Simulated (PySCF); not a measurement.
C3H6N2Si, SMILES N#CC/C=N/[SiH3]. Atoms are numbered in the order given.

```xyz
12

N     -3.3580     0.8218    -0.7209
C     -2.5223     0.3820    -0.0547
C     -1.4386    -0.1783     0.7621
C     -0.1278    -0.2858    -0.0015
N      0.9764    -0.0525     0.5612
Si     2.5373    -0.2011    -0.2457
H     -1.2786     0.4328     1.6623
H     -1.7409    -1.1880     1.0909
H     -0.2301    -0.6034    -1.0628
H      3.2162     1.1204    -0.1872
H      2.3731    -0.6267    -1.6721
H      3.3411    -1.2127     0.4912
```

Geometry optimised at ωB97X-D3(BJ)/def2-SVP. The structure was generated by enumeration; whether it is a known compound was not checked. The values are those of a single conformer.

The numbers are results of TDA-PBE0/def2-SVPD (PySCF), not measurements.

Vertical excitations. 

Give excitation energies, oscillator strengths and character. (The exact figures need the calculation; the answer reports its results.)


| state | energy (eV) | λ (nm) | f | main pairs |
|---|---|---|---|---|
| S1 | 4.37 | 283 | 0.001 | HOMO→LUMO 98 % |
| S2 | 6.64 | 187 | 0.017 | HOMO→LUMO+1 96 % |
| S3 | 7.04 | 176 | 0.080 | HOMO−1→LUMO 45 %, HOMO−3→LUMO 37 % |
| S4 | 7.09 | 175 | 0.041 | HOMO→LUMO+2 65 %, HOMO−2→LUMO 27 % |
| S5 | 7.13 | 174 | 0.029 | HOMO−2→LUMO 62 %, HOMO→LUMO+2 25 % |
| S6 | 7.24 | 171 | 0.002 | HOMO→LUMO+3 85 % |
| S7 | 7.43 | 167 | 0.184 | HOMO−3→LUMO 46 %, HOMO−1→LUMO 30 % |
| S8 | 7.55 | 164 | 0.003 | HOMO−4→LUMO 91 % |
| S9 | 7.61 | 163 | 0.058 | HOMO→LUMO+6 73 %, HOMO→LUMO+4 22 % |
| S10 | 7.64 | 162 | 0.149 | HOMO→LUMO+4 69 %, HOMO→LUMO+6 23 % |
| T1 | 3.70 | 335 | 0 | HOMO→LUMO 97 % |
| T2 | 4.90 | 253 | 0 | HOMO−1→LUMO 70 %, HOMO−6→LUMO 22 % |
| T3 | 6.18 | 201 | 0 | HOMO−3→LUMO+3 19 %, HOMO−2→LUMO+2 15 %, HOMO−2→LUMO 13 %, HOMO−2→LUMO+5 11 % |
| T4 | 6.34 | 196 | 0 | HOMO→LUMO+1 84 % |
Triplets are in the Tamm–Dancoff approximation.
